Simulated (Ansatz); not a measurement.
One change: `[SiH3][AlH][S][SiH3]` becomes `[SiH3]BS[SiH3]`.

Ansatz, PBE0-D4/def2-TZVP geometries, multiplicity 1. Each molecule was computed in one conformer, which needn't be the lowest.

```json
{"property": "HOMO–LUMO gap (ωB97M-V/def2-TZVPP) / eV", "`[SiH3][AlH][S][SiH3]`": "9.39"}
{"property": "HOMO energy (PBE/def2-TZVPP) / eV", "`[SiH3][AlH][S][SiH3]`": "-6.62"}
{"property": "LUMO energy (PBE0/def2-TZVPP) / eV", "`[SiH3][AlH][S][SiH3]`": "-1.93"}
{"property": "HOMO–LUMO gap (PBE0/def2-TZVPP) / eV", "`[SiH3][AlH][S][SiH3]`": "5.76"}
{"property": "zero-point energy (PBE0-D4/def2-TZVP) / kJ/mol", "`[SiH3][AlH][S][SiH3]`": "154.8"}
{"property": "LUMO energy (PBE/def2-TZVPP) / eV", "`[SiH3][AlH][S][SiH3]`": "-2.66"}
```

Q: What does the change do to each property? (Best estimate.)

A: Computed: 
```csv
property,`[SiH3]BS[SiH3]`,shift
HOMO–LUMO gap (ωB97M-V/def2-TZVPP) / eV,10.04,0.65
HOMO energy (PBE/def2-TZVPP) / eV,-6.86,-0.24
LUMO energy (PBE0/def2-TZVPP) / eV,-2.02,-0.09
HOMO–LUMO gap (PBE0/def2-TZVPP) / eV,6.01,0.25
zero-point energy (PBE0-D4/def2-TZVP) / kJ/mol,168.3,13.5
LUMO energy (PBE/def2-TZVPP) / eV,-2.91,-0.25
```

With PBE0 the HOMO falls by 0.34 eV and the LUMO falls by 0.09 eV, so the gap widens by about 0.25 eV. PBE moves the HOMO by -0.24 eV and ωB97M-V by -0.44 eV.
